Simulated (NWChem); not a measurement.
System: C2H6AlBr; SMILES [Al]([Br])([CH3])[CH3]

The following NWChem deck was run.

```
start job
memory heap 200 mb stack 900 mb global 1100 mb
geometry units angstroms noautoz
  Al     0.000000     0.000000     0.926438
  Br     0.000000     0.000000    -1.353808
  C      0.004287    -1.744294     1.794211
  H     -0.928957    -2.289078     1.570729
  H      0.098896    -1.673993     2.889361
  H      0.827603    -2.373358     1.417107
  C     -0.004287     1.744294     1.794211
  H     -0.098896     1.673993     2.889361
  H     -0.827603     2.373358     1.417107
  H      0.928957     2.289078     1.570729
end
basis spherical
  * library 6-31g*
end
dft
  xc m06-l
  grid xfine
  iterations 150
  mulliken
end
task dft gradient
```

Parts of the log:

```
             Northwest Computational Chemistry Package (NWChem) 7.3.0
             --------------------------------------------------------

 C2  symmetry detected

                             Geometry "geometry" -> ""
                             -------------------------

 Output coordinates in angstroms (scale by  1.889725989 to convert to a.u.)

  No.       Tag          Charge          X              Y              Z
 ---- ---------------- ---------- -------------- -------------- --------------
    1 Al                  13.0000     0.00000000     0.00000000     0.95756921
    2 Br                  35.0000     0.00000000     0.00000000    -1.32267679
    3 C                    6.0000     0.00095565    -1.74429901     1.82534221
    4 H                    1.0000    -0.93332711    -2.28729965     1.60186021
    5 H                    1.0000     0.09569874    -1.67417882     2.92049221
    6 H                    1.0000     0.82306872    -2.37493427     1.44823821
    7 C                    6.0000    -0.00095565     1.74429901     1.82534221
    8 H                    1.0000    -0.09569874     1.67417882     2.92049221
    9 H                    1.0000    -0.82306872     2.37493427     1.44823821
   10 H                    1.0000     0.93332711     2.28729965     1.60186021

 Effective nuclear repulsion energy (a.u.)     283.9248392314

      Symmetry information
      --------------------

 Group name             C2
 Group number              4
 Group order               2
 No. of unique centers     6

                                 NWChem DFT Module
                                 -----------------

 Summary of "ao basis" -> "ao basis" (spherical)
 ------------------------------------------------------------------------------
       Tag                 Description            Shells   Functions and Types
 ---------------- ------------------------------  ------  ---------------------
 Al                          6-31g*                  8       18   4s3p1d
 Br                          6-31g*                 12       32   5s4p3d
 C                           6-31g*                  6       14   3s2p1d
 H                           6-31g*                  2        2   2s

      Symmetry analysis of basis
      --------------------------

        a          48
        b          42

            General Information
            -------------------
          SCF calculation type: DFT
          Wavefunction type:  closed shell.
          No. of atoms     :    10
          No. of electrons :    66
           Alpha electrons :    33
            Beta electrons :    33
          Charge           :     0
          Spin multiplicity:     1
          Use of symmetry is: on ; symmetry adaption is: on
          Maximum number of iterations: 150
          AO basis - number of functions:    90
                     number of shells:    44
          Convergence on energy requested:  1.00D-06
          Convergence on density requested:  1.00D-05
          Convergence on gradient requested:  5.00D-04

              XC Information
              --------------
                        M06-L Method XC Functional
                         M06-L Exchange Functional  1.000
                       M06-L Correlation Potential  1.000

             Grid Information
             ----------------
          Grid used for XC integration:  xfine
          Radial quadrature: Mura-Knowles
          Angular quadrature: Lebedev.
          Tag              B.-S. Rad. Rad. Pts. Rad. Cut. Ang. Pts.
          ---              ---------- --------- --------- ---------
          Al                  1.25      125          10.0      1454
          Br                  1.15      160          12.0      1454
          C                   0.70      100          11.0      1454
          H                   0.35      100          12.0      1202
          Grid pruning is: on
          Number of quadrature shells:   685
          Spatial weights used:  Erf1

      Superposition of Atomic Density Guess
      -------------------------------------

 Sum of atomic energies:       -2892.25583277

      Non-variational initial energy
      ------------------------------

 Total energy =   -2893.858815
 1-e energy   =   -4586.916791
 2-e energy   =    1409.133137
 HOMO         =      -0.327256
 LUMO         =       0.018252

      Symmetry analysis of molecular orbitals - initial
      -------------------------------------------------

  Numbering of irreducible representations:

     1 a           2 b

  Orbital symmetries:

     1 a           2 a           3 a           4 b           5 b
     6 a           7 a           8 b           9 a          10 a
    11 b          12 b          13 a          14 a          15 b
    16 b          17 b          18 a          19 a          20 a
    21 b          22 a          23 b          24 a          25 a
    26 a          27 b          28 b          29 a          30 b
    31 b          32 a          33 b          34 a          35 b
    36 b          37 a          38 a          39 b          40 a
    41 b          42 a          43 a

     ---------------------------------------------
      Total Density - Mulliken Population Analysis
     ---------------------------------------------

    Atom       Charge   Shell Charges
 -----------   ------   -------------------------------------------------------
    1 Al  13    11.93   2.00  2.00  5.97  0.79  0.75  0.17  0.12  0.13
    2 Br  35    35.48   2.00  2.00  6.00  2.00  5.99  1.56  3.99  0.38  1.55  6.97  2.93  0.12
    3 C    6     7.08   2.00  0.73  2.12  0.73  1.49  0.02
    4 H    1     0.74   0.45  0.29
    5 H    1     0.74   0.45  0.29
    6 H    1     0.74   0.45  0.29
    7 C    6     7.08   2.00  0.73  2.12  0.73  1.49  0.02
    8 H    1     0.74   0.45  0.29
    9 H    1     0.74   0.45  0.29
   10 H    1     0.74   0.45  0.29

   convergence    iter        energy       DeltaE   RMS-Dens  Diis-err
 ---------------- ----- ----------------- --------- --------- ---------
 d= 0,ls=0.0,diis     1  -2896.0087903386 -3.18D+03  9.15D-03  3.00D-01
 d= 0,ls=0.0,diis     2  -2896.0194255225 -1.06D-02  5.68D-03  1.81D-01
 d= 0,ls=0.0,diis     3  -2896.0389411882 -1.95D-02  1.74D-03  2.03D-02
 d= 0,ls=0.0,diis     4  -2896.0417511943 -2.81D-03  4.65D-04  4.61D-04
 d= 0,ls=0.0,diis     5  -2896.0418329167 -8.17D-05  2.08D-04  6.83D-05
  Resetting Diis
 d= 0,ls=0.0,diis     6  -2896.0418431995 -1.03D-05  5.51D-05  1.94D-05
 d= 0,ls=0.0,diis     7  -2896.0418464942 -3.29D-06  2.24D-05  8.67D-07
 d= 0,ls=0.0,diis     8  -2896.0418464531  4.11D-08  1.06D-05  1.21D-06
 d= 0,ls=0.0,diis     9  -2896.0418466034 -1.50D-07  1.53D-06  1.81D-08

         Total DFT energy =    -2896.041846603397
      One electron energy =    -4591.966164616959
           Coulomb energy =     1535.033745982619
    Exchange-Corr. energy =     -123.034267200459
 Nuclear repulsion energy =      283.924839231402

 Numeric. integr. density =       65.999999562931

                  Occupations of the irreducible representations
                  ----------------------------------------------

                     irrep           alpha         beta
                     --------     --------     --------
                     a                18.0         18.0
                     b                15.0         15.0

                       DFT Final Molecular Orbital Analysis
                       ------------------------------------

 Vector   31  Occ=2.000000D+00  E=-2.727380D-01  Symmetry=b
              MO Center=  6.7D-16, -9.1D-14,  8.2D-02, r^2= 4.4D+00
   Bfn.  Coefficient  Atom+Function         Bfn.  Coefficient  Atom+Function
  ----- ------------  ---------------      ----- ------------  ---------------
    30      0.540547   2 Br py                8      0.263104   1 Al py
    26     -0.243727   2 Br py               34      0.239122   2 Br py
    54     -0.218172   3 C  py               74     -0.218172   7 C  py
    58     -0.137501   3 C  py               78     -0.137501   7 C  py
     4     -0.117324   1 Al py               22      0.073081   2 Br py

 Vector   32  Occ=2.000000D+00  E=-2.659461D-01  Symmetry=b
              MO Center= -6.0D-16, -1.3D-15, -1.2D+00, r^2= 1.8D+00
   Bfn.  Coefficient  Atom+Function         Bfn.  Coefficient  Atom+Function
  ----- ------------  ---------------      ----- ------------  ---------------
    29      0.737974   2 Br px               33      0.350877   2 Br px
    25     -0.333017   2 Br px                7      0.115249   1 Al px
    21      0.099845   2 Br px               17      0.047346   1 Al d  1
     3     -0.043031   1 Al px               53     -0.030954   3 C  px
    73     -0.030954   7 C  px               49     -0.029075   2 Br d  1

 Vector   33  Occ=2.000000D+00  E=-2.424773D-01  Symmetry=b
              MO Center=  4.3D-16, -9.9D-15,  3.4D-01, r^2= 4.9D+00
   Bfn.  Coefficient  Atom+Function         Bfn.  Coefficient  Atom+Function
  ----- ------------  ---------------      ----- ------------  ---------------
    30      0.528453   2 Br py               34      0.255927   2 Br py
    26     -0.236569   2 Br py               54      0.237259   3 C  py
    74      0.237259   7 C  py                8     -0.203834   1 Al py
    58      0.173556   3 C  py               78      0.173556   7 C  py
    55     -0.113717   3 C  pz               75      0.113717   7 C  pz

 Vector   34  Occ=0.000000D+00  E=-4.055761D-02  Symmetry=b
              MO Center=  3.9D-15,  3.0D-15,  9.3D-01, r^2= 4.0D+00
   Bfn.  Coefficient  Atom+Function         Bfn.  Coefficient  Atom+Function
  ----- ------------  ---------------      ----- ------------  ---------------
     7      0.633130   1 Al px               11      0.553257   1 Al px
    66      0.227418   4 H  s                90     -0.227418  10 H  s
    33     -0.221043   2 Br px               29     -0.211095   2 Br px
     3     -0.207293   1 Al px               70     -0.205325   6 H  s
    88      0.205325   9 H  s                25      0.092278   2 Br px

 Vector   35  Occ=0.000000D+00  E= 3.976238D-03  Symmetry=a
              MO Center= -1.5D-14,  3.1D-14,  7.6D-01, r^2= 5.3D+00
   Bfn.  Coefficient  Atom+Function         Bfn.  Coefficient  Atom+Function
  ----- ------------  ---------------      ----- ------------  ---------------
    10      1.407835   1 Al s                56     -0.616352   3 C  s
    76     -0.616352   7 C  s                35     -0.431242   2 Br pz
    32     -0.419788   2 Br s                 6      0.278244   1 Al s
    31     -0.257048   2 Br pz               28      0.234701   2 Br s
    58     -0.186782   3 C  py               78      0.186782   7 C  py

 Vector   36  Occ=0.000000D+00  E= 6.170814D-02  Symmetry=a
              MO Center= -2.4D-14,  2.6D-14,  1.4D+00, r^2= 6.3D+00
   Bfn.  Coefficient  Atom+Function         Bfn.  Coefficient  Atom+Function
  ----- ------------  ---------------      ----- ------------  ---------------
    13      1.220851   1 Al pz               32      0.604236   2 Br s
    56     -0.498999   3 C  s                76     -0.498999   7 C  s
    35      0.435285   2 Br pz                9      0.403812   1 Al pz
     6     -0.334266   1 Al s                70      0.312089   6 H  s
    88      0.312089   9 H  s                68     -0.296331   5 H  s

     ---------------------------------------------
      Total Density - Mulliken Population Analysis
     ---------------------------------------------

    Atom       Charge   Shell Charges
 -----------   ------   -------------------------------------------------------
    1 Al  13    12.17   2.00  2.00  5.96  0.82  1.09  0.07  0.04  0.18
    2 Br  35    35.34   2.00  2.00  6.00  2.00  5.99  1.58  3.84  0.39  1.53  6.96  2.90  0.15
    3 C    6     6.83   2.00  0.66  2.07  0.74  1.35  0.02
    4 H    1     0.80   0.52  0.29
    5 H    1     0.81   0.52  0.29
    6 H    1     0.80   0.52  0.28
    7 C    6     6.83   2.00  0.66  2.07  0.74  1.35  0.02
    8 H    1     0.81   0.52  0.29
    9 H    1     0.80   0.52  0.28
   10 H    1     0.80   0.52  0.29

     -------------------------------------------
      Total Density - Lowdin Population Analysis
     -------------------------------------------

    Atom       Charge   Shell Charges
 -----------   ------   -------------------------------------------------------
    1 Al  13    12.50   2.00  1.98  5.89  0.58  1.08  0.25  0.43  0.30
    2 Br  35    35.18   2.00  2.00  5.99  2.00  5.91  1.25  3.49  0.57  1.95  6.72  3.07  0.23
    3 C    6     6.64   1.99  0.57  1.89  0.48  1.67  0.03
    4 H    1     0.84   0.48  0.35
    5 H    1     0.84   0.49  0.36
    6 H    1     0.84   0.48  0.35
    7 C    6     6.64   1.99  0.57  1.89  0.48  1.67  0.03
    8 H    1     0.84   0.49  0.36
    9 H    1     0.84   0.48  0.35
   10 H    1     0.84   0.48  0.35

     Multipole analysis of the density
     ---------------------------------

     L   x y z        total         alpha         beta         nuclear
     -   - - -        -----         -----         ----         -------
     0   0 0 0     -0.000000    -33.000000    -33.000000     66.000000

     1   1 0 0      0.000000      0.000000      0.000000      0.000000
     1   0 1 0      0.000000      0.000000      0.000000      0.000000
     1   0 0 1      0.891825      0.445912      0.445912      0.000000

     2   2 0 0    -31.191228    -21.158280    -21.158280     11.125332
     2   1 1 0      0.035943     -0.017190     -0.017190      0.070323
     2   1 0 1      0.000000      0.000000      0.000000      0.000000
     2   0 2 0    -34.091892   -131.071463   -131.071463    228.051034
     2   0 1 1     -0.000000      0.000000      0.000000     -0.000000
     2   0 0 2    -33.979033   -266.106124   -266.106124    498.233215

            General Information
            -------------------
          SCF calculation type: DFT
          Wavefunction type:  closed shell.
          No. of atoms     :    10
          No. of electrons :    66
           Alpha electrons :    33
            Beta electrons :    33
          Charge           :     0
          Spin multiplicity:     1
          Use of symmetry is: on ; symmetry adaption is: on
          Maximum number of iterations: 150
          AO basis - number of functions:    90
                     number of shells:    44
          Convergence on energy requested:  1.00D-06
          Convergence on density requested:  1.00D-05
          Convergence on gradient requested:  5.00D-04

              XC Information
              --------------
                        M06-L Method XC Functional
                         M06-L Exchange Functional  1.000
                       M06-L Correlation Potential  1.000

[...]

                         DFT ENERGY GRADIENTS

    atom               coordinates                        gradient
                 x          y          z           x          y          z
   1 Al      0.000000   0.000000   1.809543    0.000000   0.000000  -0.001298
   2 Br      0.000000   0.000000  -2.499497    0.000000   0.000000  -0.000107
   3 C       0.001806  -3.296247   3.449397    0.000198   0.001233   0.000166
   4 H      -1.763732  -4.322370   3.027077   -0.003757  -0.001175  -0.001365
   5 H       0.180844  -3.163739   5.518930    0.000356   0.001017   0.003844
   6 H       1.555374  -4.487975   2.736773    0.003271  -0.001593  -0.001942
   7 C      -0.001806   3.296247   3.449397   -0.000198  -0.001233   0.000166
   8 H      -0.180844   3.163739   5.518930   -0.000356  -0.001017   0.003844
   9 H      -1.555374   4.487975   2.736773   -0.003271   0.001593  -0.001942
  10 H       1.763732   4.322370   3.027077    0.003757   0.001175  -0.001365
```

Level: M06-L/6-31G* (spherical d). The geometry was optimised at PBE0/def2-SVP.
